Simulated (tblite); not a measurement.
Isomers of C5H14NPSi2. Level: GFN2-xTB in tblite, geometry and Hessian alike; calculated harmonic values, unscaled, isolated species. This tight-binding method is rough: wavenumbers can miss measured ones by several per cent, in bad cases by 10 to 20. Modes of hydrogen on phosphorus and silicon can be 10 to 20 % off. One conformer each.

Electronic energies: GFN2-xTB at the same geometries; isomer energies are rough at this level and their order can be wrong.

```json
{"SMILES": "C=C(C)[Si@@H]1CC[Si@H](P)N1", "electronic energy, lowest = 0 (kcal/mol)": "14.1"}
{"SMILES": "C[Si@@H](CC#N)CC[SiH2]P", "electronic energy, lowest = 0 (kcal/mol)": "48.1"}
{"SMILES": "C=C[C@@H]1CCP1N([SiH3])[SiH3]", "electronic energy, lowest = 0 (kcal/mol)": "0.0"}
{"SMILES": "C=C/C=C\\CN([SiH3])[SiH2]P", "electronic energy, lowest = 0 (kcal/mol)": "16.3"}
{"SMILES": "C=C(C)[Si@@H]1CC[Si@@H](P)N1", "electronic energy, lowest = 0 (kcal/mol)": "13.2"}
```

Problem. How do GFN2-xTB zero-point energies change the relative energies?

Solution. 
```tsv
SMILES	ZPE (kcal/mol)	of it from modes above 1550 cm⁻¹	electronic (kcal/mol)	with ZPE, lowest = 0 (kcal/mol)	lowest mode (cm⁻¹)	rings
C=C[C@@H]1CCP1N([SiH3])[SiH3]	105.8	56.1	0.0	0.0	27	1
C=C(C)[Si@@H]1CC[Si@@H](P)N1	109.8	59.0	13.2	17.2	29	1
C=C(C)[Si@@H]1CC[Si@H](P)N1	109.7	59.0	14.1	18.0	12	1
C=C/C=C\CN([SiH3])[SiH2]P	104.4	57.8	16.3	14.9	9	0
C[Si@@H](CC#N)CC[SiH2]P	106.5	58.1	48.1	48.7	17	0
```

The zero-point energies span 5.4 kcal/mol, from `C=C/C=C\CN([SiH3])[SiH2]P` to `C=C(C)[Si@@H]1CC[Si@@H](P)N1`. The lowest isomer stays, but the order above it changes.
